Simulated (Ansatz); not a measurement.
System: C$_{2}$H$_{6}$Be, charge 0, triplet. This triplet is an excited state, 4.1 eV above the singlet at CCSD(T)/def2-QZVPP (Ansatz, a program for electronic structure). C2H6Be (parent SMILES [CH3][Be][CH3], triplet).
B3LYP-D3(BJ)/def2-TZVP minimum from Ansatz:
```xyz
9

Be    -0.4779    -0.6498    -0.7002
C      1.1372     0.2390    -0.6993
H      1.8140    -0.6046    -0.5590
H      1.3220     1.0461     0.0000
H      1.0934     0.5761    -1.7373
C     -0.9668    -0.0114     0.9467
H     -1.6214    -0.8439     1.2178
H     -1.5252     0.8938     0.7089
H     -0.1935     0.1660     1.6860
```
Charge 0, spin multiplicity 3.

Total energies in def2-SVP, 16 correlated electrons, 3 frozen orbitals. UHF or UKS for unpaired electrons; spin-orbit terms are left out. Correlated methods leave the cores frozen. No relativity. The UHF reference of C2H6Be (parent SMILES [CH3][Be][CH3], triplet) is spin-contaminated (<S^2> up to 0.03 over the pure value in the sets run). The spin of C2H6Be (parent SMILES [CH3][Be][CH3], triplet) was assumed, and the state is the lowest solution found for it.

```csv
method,program,energy (Eh),minus CCSDT(Q) (mEh)
HF,Ansatz,-93.66179,366.15
MP2,Ansatz,-93.97369,54.26
CCSD,Ansatz,-94.01626,11.69
CCSD(T),Ansatz,-94.02628,1.66
CCSDT(Q),Ansatz,-94.02795,0.00
```

Rough core times of Ansatz's runs on a shared machine: CCSD(T) under 20 s, CCSDT(Q) 20 min.
